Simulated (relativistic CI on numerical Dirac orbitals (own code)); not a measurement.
## Ag⁴⁺ (4d7) in a crystal field

Calculated by Dirac-Coulomb-Breit CI, KLI orbitals optimised for each configuration, model QED, valence Slater integrals scaled by 0.85, one configuration in a parametric crystal field (own radial code).

Field parameters in Wybourne normalisation: Oh B⁴₀ = 21Dq, B⁴₄ = √(5/14) B⁴₀. The field is a parameter set, without covalency.

S is read from ⟨S²⟩ = S(S + 1).

Site symmetry Oh; labels are those of the double group. Computed levels in cm⁻¹ above the lowest, in rising order:

| Δ (size of 10Dq) | Lowest | No. 2 | No. 3 | No. 4 | No. 5 | No. 6 | No. 7 | No. 8 |
| --- | --- | --- | --- | --- | --- | --- | --- | --- |
| 7250 | Γ6 | 961 Γ8 | 2646 Γ8 | 4183 Γ7 | 8407 Γ8 | 8755 Γ6 | 9495 Γ8 | 9989 Γ7 |
| 13050 | Γ6 | 944 Γ8 | 2365 Γ8 | 4018 Γ7 | 8507 Γ8 | 12875 Γ8 | 13688 Γ6 | 14086 Γ8 |
| 18850 | Γ8 | 616 Γ6 | 2115 Γ8 | 4476 Γ7 | 5910 Γ8 | 16282 Γ8 | 18575 Γ8 | 18584 Γ6 |
| 24650 | Γ8 | 5191 Γ6 | 6497 Γ8 | 8920 Γ7 | 9445 Γ8 | 21596 Γ8 | 23591 Γ8 | 23883 Γ6 |
| 30450 | Γ8 | 10613 Γ6 | 11858 Γ8 | 14238 Γ7 | 14506 Γ8 | 27165 Γ8 | 29055 Γ8 | 29251 Γ6 |
| 36250 | Γ8 | 16242 Γ6 | 17449 Γ8 | 19783 Γ7 | 19946 Γ8 | 32814 Γ8 | 34657 Γ8 | 34781 Γ6 |
| 42050 | Γ8 | 21945 Γ6 | 23125 Γ8 | 25417 Γ7 | 25528 Γ8 | 38503 Γ8 | 40319 Γ8 | 40392 Γ6 |

Ground-state S against |10Dq| in cm⁻¹: 7250: 1.48, 13050: 1.49, 18850: 0.98, 24650: 0.64, 30450: 0.56, 36250: 0.53, 42050: 0.52.

The spin changes between |10Dq| = 13050 and 18850 cm⁻¹.
